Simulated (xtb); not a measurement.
2-methylidenethietane (C4H6S), SMILES C=C1CCS1. All values are semi-empirical tight-binding results from xtb (GFN2-xTB unless named), good for trends rather than for accurate numbers. The structure is a stationary point at GFN2-xTB.

Computed properties:
- point group as xtb finds it: Cs
- orbital gap: 3.54 eV
- zero-point energy: 54.3 kcal/mol
- G − E(el) at 298.15 K (modified RRHO): 36.3 kcal/mol
- static polarisability (D4 model): 65.5 bohr³
- solvation energy, GFN2-xTB/ALPB(water): 0.1 kcal/mol
- solvation energy, GFN2-xTB/ALPB(dmso): -4.9 kcal/mol
